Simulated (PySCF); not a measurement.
A PySCF script (with the pyscf-properties extension) for the NMR shieldings of `C=C(C)C#CBCl`, C5H6BCl, on a GFN2-xTB geometry:

```python
import basis_set_exchange as bse
import numpy as np
from pyscf import gto, dft
from pyscf.prop import nmr

atoms = """
C    -1.220653   -0.372497    1.613800
C    -0.870500   -0.063104    0.364634
C    -1.856187    0.237939   -0.725312
C     0.493415   -0.003718   -0.002615
C     1.655169    0.054517   -0.349591
B     3.098679    0.109336   -0.746160
Cl    4.291095   -0.377044    0.373109
H    -2.254597   -0.420851    1.911366
H    -0.483987   -0.585017    2.369532
H    -2.874765    0.153016   -0.355831
H    -1.718386   -0.455270   -1.554247
H    -1.697715    1.245860   -1.106851
H     3.434043    0.477321   -1.809562
"""
names = dict.fromkeys(["C", "B", "Cl", "H"], "pcSseg-1")
basis = {el: gto.basis.parse(bse.get_basis(n, elements=[el], fmt="nwchem")) for el, n in names.items()}
mol = gto.M(atom=atoms, basis=basis, charge=0, verbose=0)
mf = dft.RKS(mol, xc="PBE0")
mf.grids.level = 2
mf.grids.alignment = dft.numint.BLKSIZE   # the property module wants whole blocks of grid points
mf.conv_tol = 1e-9
mf.kernel()

calc = nmr.RKS(mf)   # GIAO
C = mf.mo_coeff
Co = C[:, mf.mo_occ > 0]
resp = mf.gen_response(singlet=True, hermi=2)
def vind(x):   # induced exchange potential for any number of trial vectors
    d = np.einsum("pi,xij,qj->xpq", C, 2 * x.reshape(-1, C.shape[1], Co.shape[1]), Co, optimize=True)
    return np.einsum("xpq,pi,qj->xij", resp(d - d.transpose(0, 2, 1)), C, Co, optimize=True).ravel()
mo1, _ = nmr.rhf.solve_mo1(calc, with_cphf=vind)
sigma = calc.kernel(mo1)
for i, s in enumerate(sigma):   # ppm
    print("%2d %-2s %9.2f" % (i, mol.atom_pure_symbol(i), np.trace(s) / 3))
```

**Question.** What does it print?

**Answer.** 
```
 0 C      44.92
 1 C      52.17
 2 C     160.29
 3 C      56.23
 4 C      79.34
 5 B      48.77
 6 Cl    640.95
 7 H      25.55
 8 H      25.50
 9 H      29.79
10 H      29.53
11 H      29.51
12 H      25.62
```

These numbers come from an equivalent density-fitted implementation of the same equations, which agrees with the script to about 0.01 ppm for H and up to a few tenths of a ppm for heavy atoms, so last digits may differ.

Size and cost of the density-fitted run: 156 basis functions, 14 s wall time on 1 thread of an Arm Neoverse V2, shared host; peak memory 0.72 GiB.
